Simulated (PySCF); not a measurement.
An EPR job on `N[CH][SiH]1NCCN1` [radical].

Method: UKS B3LYP, pcH-1 on C H N Si, non-relativistic, mean-field spin-orbit, GIAO (PySCF 2.14.0). Geometry: GFN2-xTB. The command runs a driver script over a list of jobs; the input below is this job's line of settings and its coordinates in Å.

Command:
```bash
OMP_NUM_THREADS=1 python probes_run.py task.json out
```

Input:
```
{"job": {"kind": "epr", "basis": "pcH-1"}, "charge": 0, "multiplicity": 2}
N      2.442325     1.084035     0.962235
C      2.250959     0.206079    -0.078395
Si     0.610526    -0.502964    -0.504534
N     -0.245487    -1.133919     0.861540
C     -1.663672    -0.902290     0.739618
C     -1.830608     0.443643     0.018679
N     -0.604587     0.706704    -0.693300
H      1.595696     1.493029     1.325191
H      3.234403     1.707689     0.916171
H      3.150117    -0.093847    -0.588883
H      0.756179    -1.415062    -1.653306
H     -0.019277    -2.018064     1.285171
H     -2.132781    -0.874703     1.729298
H     -2.156855    -1.694436     0.154914
H     -2.013003     1.244248     0.750632
H     -2.696317     0.406372    -0.653691
H     -0.684615     1.355517    -1.455181
```

**Question.** Estimate the output.

**Answer.** 
```
UKS, coarse grid
  cycle   1  E = -574.01898231  |g| = 4.66e-01
  cycle   2  E = -573.92179913  |g| = 6.66e-01
  cycle   3  E = -574.11193856  |g| = 6.28e-02
  cycle   4  E = -574.11325427  |g| = 3.02e-02
  cycle   5  E = -574.11367458  |g| = 7.16e-03
  cycle   6  E = -574.11370375  |g| = 1.50e-03
  cycle   7  E = -574.11370539  |g| = 1.22e-03
  cycle   8  E = -574.11370605  |g| = 2.96e-04
UKS, final grid
  cycle   1  E = -574.11366796  |g| = 4.19e-04
  cycle   2  E = -574.11366786  |g| = 6.59e-04
  cycle   3  E = -574.11366804  |g| = 3.94e-05
  cycle   4  E = -574.11366804  |g| = 1.80e-05
E = -574.11366804 Eh   <S^2> = 0.7528 (exact 0.7500)
g shifts (ppm)      1          2          3
  rmc          -167       -167       -167
  gc              8         29         31
  oz_so         -35        527       1352
  total        -194        389       1216
hyperfine (MHz)  atom isotope    a_iso     a_fc   dipolar eigenvalues
    0   14N      25.31      25.34    -14.13    -13.50     27.63
    1   13C      46.00      46.09    -56.31    -56.08    112.39
    2  29Si      29.26      29.24     -9.88      3.34      6.54
    3   14N      11.02      11.01     -0.86     -0.80      1.67
    4   13C       1.04       1.03     -0.75     -0.54      1.28
    5   13C       1.50       1.49     -0.78     -0.57      1.35
    6   14N      10.82      10.82     -0.86     -0.72      1.59
    7    1H      -7.38      -7.39    -14.82     -6.28     21.10
    8    1H      12.80      12.79    -15.83     -6.09     21.92
    9    1H     -41.61     -41.62    -27.53      0.12     27.41
   10    1H      -9.10      -9.10     -4.30     -1.93      6.23
   11    1H      -1.21      -1.22     -2.58     -1.59      4.17
   12    1H       2.01       2.01     -0.84     -0.54      1.38
   13    1H      -0.21      -0.21     -0.82     -0.67      1.49
   14    1H      -0.27      -0.27     -0.97     -0.66      1.64
   15    1H       1.82       1.81     -0.83     -0.57      1.40
   16    1H      -1.07      -1.07     -2.60     -1.66      4.26
```

rmc, gc and oz_so are the mass-correction, gauge-correction and orbital-Zeeman/spin–orbit parts of the g shift along its three principal axes; a_iso is the isotropic hyperfine coupling and a_fc its Fermi-contact part. The program numbers atoms from 0.

**Question.** How far is ⟨S²⟩ from the pure-spin value?

**Answer.** S = 0.5 gives S(S+1) = 0.75; the run has 0.7528, 0.0028 more.

**Question.** Get g_iso from the total shifts.

**Answer.** Their mean is 471 ppm; added to g_e = 2.002319 it gives 2.00279.

Main results: ⟨S²⟩ 0.753; g_iso 2.0028.

One conformer (not necessarily the lowest) at the GFN2-xTB geometry, without solvent, vibrations or thermal averaging.

Time: 2.6 min of wall time (grids of density and orbitals included); peak memory 0.96 GiB. Hardware: one thread, AMD EPYC (x86_64), shared host.
Labels such as C1 count atoms from 1, the log's own numbers from 0.
